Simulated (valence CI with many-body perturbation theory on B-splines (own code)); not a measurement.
# E1 transitions of Te37+

Calculated by relativistic CI+MBPT: five valence electrons over a frozen Dirac-Fock core [Ne], radial functions for each j: 9 s, 9 p, 8 d, 6 f, 3 g, 1 h, with the one-electron correlation potential Σ1, the two-electron term Σ2, the three-electron term Σ3, Breit, model QED; selected CI, second order for the rest (own B-spline code, finite nucleus).

No measured spectrum was set against this ion. As an estimate, large intervals hold to a few tenths of a per cent, small ones and those within an open d or f shell to about a per cent. Among the levels kept, up to 530 cm⁻¹ of a level comes from second order outside the variational space, and about a tenth of that is noise between levels of different J, which matters for small intervals.

Lines 151 to 200 of 220 in falling wavelength, among levels below 335.54 eV, chosen from the strongest by gf and those to the six lowest levels. Wavelengths and rates use the calculated energies. Electric multipoles are in the length gauge, E1 and E2 with the static RPA response of the core. Weak lines are less certain than strong ones. Lines between different terms over intervals too small for the method are left out, as are lines whose strength nearly cancels. The highest levels of a list are the least certain.

Levels are named by their leading jj configuration (3d3/2^4 stands for four electrons in 3d with j = 3/2), which in mixed levels can hold well under half, so a name can repeat and another be missing. Letters in brackets count levels of one name in rising energy.

```tsv
λ vac (Å)	Upper	Lower	A (s⁻¹)	S (a.u.)
70.69	(3s^2 3p1/2 3p3/2 3d5/2) J=5/2 [b]	(3s^2 3p1/2 3p3/2^2) J=5/2	1.67e+10	1.75e-02
69.68	(3s 3p1/2 3p3/2^3) J=3/2 [a]	(3s^2 3p1/2 3p3/2^2) J=3/2	9.68e+10	6.47e-02
69.54	(3s 3p1/2^2 3p3/2^2) J=1/2	(3s^2 3p1/2^2 3p3/2) J=3/2	5.51e+10	1.83e-02
68.98	(3s 3p1/2^2 3p3/2^2) J=3/2	(3s^2 3p1/2^2 3p3/2) J=3/2	8.96e+10	5.81e-02
68.79	(3s 3p1/2^2 3p3/2 3d5/2) J=5/2	(3s^2 3p1/2^2 3d3/2) J=3/2	5.04e+07	4.86e-05
68.72	(3s 3p1/2^2 3p3/2 3d5/2) J=7/2	(3s 3p1/2^2 3p3/2^2) J=5/2	4.21e+10	5.39e-02
67.99	(3s^2 3p1/2 3p3/2 3d5/2) J=3/2 [b]	(3s^2 3p1/2 3p3/2^2) J=5/2	6.09e+10	3.78e-02
67.79	(3s 3p1/2 3p3/2^3) J=3/2 [b]	(3s^2 3p1/2 3p3/2^2) J=1/2	4.77e+10	2.93e-02
67.74	(3s^2 3p1/2 3p3/2 3d5/2) J=1/2 [a]	(3s^2 3p1/2 3p3/2^2) J=3/2	8.94e+10	2.74e-02
67.70	(3s^2 3p1/2 3p3/2 3d5/2) J=5/2 [b]	(3s^2 3p1/2 3p3/2^2) J=3/2	9.45e+10	8.68e-02
67.63	(3s 3p1/2^2 3p3/2 3d5/2) J=3/2	(3s^2 3p1/2^2 3d3/2) J=3/2	7.57e+09	4.62e-03
67.63	(3s 3p1/2^2 3p3/2 3d3/2) J=5/2 [b]	(3s^2 3p1/2^2 3d3/2) J=3/2	1.05e+11	9.63e-02
67.59	(3s^2 3p3/2^2 3d5/2) J=3/2	(3s^2 3p3/2^3) J=3/2	2.29e+11	1.39e-01
67.53	(3s^2 3p1/2 3p3/2 3d5/2) J=5/2 [c]	(3s^2 3p1/2 3p3/2^2) J=5/2	1.62e+11	1.48e-01
66.68	(3s 3p1/2^2 3p3/2 3d3/2) J=1/2 [b]	(3s^2 3p1/2^2 3d3/2) J=3/2	1.23e+11	3.60e-02
66.32	(3s^2 3p1/2 3p3/2 3d5/2) J=1/2 [b]	(3s^2 3p1/2 3p3/2^2) J=1/2	3.06e+11	8.80e-02
66.28	(3s^2 3p3/2^2 3d5/2) J=5/2 [b]	(3s^2 3p3/2^3) J=3/2	3.17e+11	2.73e-01
65.22	(3s^2 3p1/2 3p3/2 3d5/2) J=3/2 [b]	(3s^2 3p1/2 3p3/2^2) J=3/2	3.80e+10	2.08e-02
64.79	(3s^2 3p1/2 3p3/2 3d5/2) J=5/2 [c]	(3s^2 3p1/2 3p3/2^2) J=3/2	1.10e+11	8.88e-02
64.42	(3s 3p1/2 3p3/2^3) J=3/2 [b]	(3s^2 3p1/2 3p3/2^2) J=5/2	2.29e+11	1.21e-01
62.55	(3s 3p3/2^4) J=1/2	(3s^2 3p3/2^3) J=3/2	5.63e+11	1.36e-01
61.93	(3s 3p1/2 3p3/2^3) J=3/2 [b]	(3s^2 3p1/2 3p3/2^2) J=3/2	6.63e+10	3.11e-02
61.19	(3s^2 3p1/2 3p3/2 3d3/2) J=5/2 [a]	(3s^2 3p1/2^2 3p3/2) J=3/2	1.04e+09	7.06e-04
61.04	(3s^2 3p1/2 3p3/2 3d3/2) J=3/2 [a]	(3s^2 3p1/2^2 3p3/2) J=3/2	1.62e+10	7.27e-03
60.81	(3s^2 3p1/2 3p3/2 3d3/2) J=1/2 [a]	(3s^2 3p1/2^2 3p3/2) J=3/2	3.53e+09	7.83e-04
60.70	(3s^2 3p1/2 3p3/2 3d5/2) J=1/2 [b]	(3s^2 3p1/2 3p3/2^2) J=3/2	2.86e+10	6.31e-03
58.63	(3s^2 3p3/2^2 3d5/2) J=1/2	(3s^2 3p1/2 3p3/2^2) J=1/2	1.55e+09	3.08e-04
58.28	(3s^2 3p1/2 3p3/2 3d5/2) J=3/2 [a]	(3s^2 3p1/2^2 3p3/2) J=3/2	1.02e+09	3.98e-04
57.64	(3s^2 3p3/2^2 3d3/2) J=3/2 [a]	(3s^2 3p1/2 3p3/2^2) J=1/2	3.97e+10	1.50e-02
57.63	(3s^2 3p3/2^2 3d3/2) J=1/2	(3s^2 3p1/2 3p3/2^2) J=1/2	3.71e+10	7.00e-03
56.44	(3s^2 3p1/2 3p3/2 3d5/2) J=5/2 [a]	(3s^2 3p1/2^2 3p3/2) J=3/2	1.24e+09	6.62e-04
56.43	(3s^2 3p3/2^2 3d5/2) J=7/2	(3s^2 3p1/2 3p3/2^2) J=5/2	2.24e+10	1.59e-02
55.36	(3s^2 3p3/2^2 3d3/2) J=5/2	(3s^2 3p1/2 3p3/2^2) J=5/2	2.99e+11	1.50e-01
55.19	(3s^2 3p3/2^2 3d3/2) J=3/2 [a]	(3s^2 3p1/2 3p3/2^2) J=5/2	1.73e+11	5.76e-02
54.51	(3s^2 3p3/2^2 3d3/2) J=7/2	(3s^2 3p1/2 3p3/2^2) J=5/2	3.63e+11	2.32e-01
54.39	(3s^2 3p1/2 3p3/2 3d3/2) J=5/2 [b]	(3s^2 3p1/2^2 3p3/2) J=3/2	3.63e+11	1.73e-01
54.30	(3s^2 3p3/2^2 3d3/2) J=3/2 [b]	(3s^2 3p1/2 3p3/2^2) J=1/2	3.82e+11	1.21e-01
54.20	(3s^2 3p3/2^2 3d5/2) J=1/2	(3s^2 3p1/2 3p3/2^2) J=3/2	3.86e+10	6.06e-03
53.55	(3s^2 3p1/2 3p3/2 3d3/2) J=1/2 [b]	(3s^2 3p1/2^2 3p3/2) J=3/2	3.89e+11	5.89e-02
53.50	(3s^2 3p3/2^2 3d3/2) J=5/2	(3s^2 3p1/2 3p3/2^2) J=3/2	1.53e+11	6.93e-02
53.35	(3s^2 3p3/2^2 3d3/2) J=3/2 [a]	(3s^2 3p1/2 3p3/2^2) J=3/2	3.42e+11	1.02e-01
53.34	(3s^2 3p3/2^2 3d3/2) J=1/2	(3s^2 3p1/2 3p3/2^2) J=3/2	4.73e+11	7.09e-02
53.30	(3s^2 3p1/2 3p3/2 3d3/2) J=3/2 [b]	(3s^2 3p1/2^2 3p3/2) J=3/2	6.35e+11	1.90e-01
52.41	(3s 3p1/2 3p3/2^3) J=3/2 [a]	(3s^2 3p1/2^2 3p3/2) J=3/2	1.62e+10	4.59e-03
52.12	(3s^2 3p3/2^2 3d3/2) J=3/2 [b]	(3s^2 3p1/2 3p3/2^2) J=5/2	9.84e+09	2.75e-03
51.30	(3s^2 3p1/2 3p3/2 3d5/2) J=1/2 [a]	(3s^2 3p1/2^2 3p3/2) J=3/2	1.26e+11	1.68e-02
51.28	(3s^2 3p1/2 3p3/2 3d5/2) J=5/2 [b]	(3s^2 3p1/2^2 3p3/2) J=3/2	1.10e+11	4.37e-02
51.27	(3s^2 3p3/2^2 3d5/2) J=5/2 [a]	(3s^2 3p1/2 3p3/2^2) J=5/2	1.07e+09	4.28e-04
51.01	(3s^2 3p3/2^2 3d5/2) J=3/2	(3s^2 3p1/2 3p3/2^2) J=1/2	2.50e+10	6.54e-03
50.47	(3s^2 3p3/2^2 3d3/2) J=3/2 [b]	(3s^2 3p1/2 3p3/2^2) J=3/2	4.32e+09	1.10e-03
```
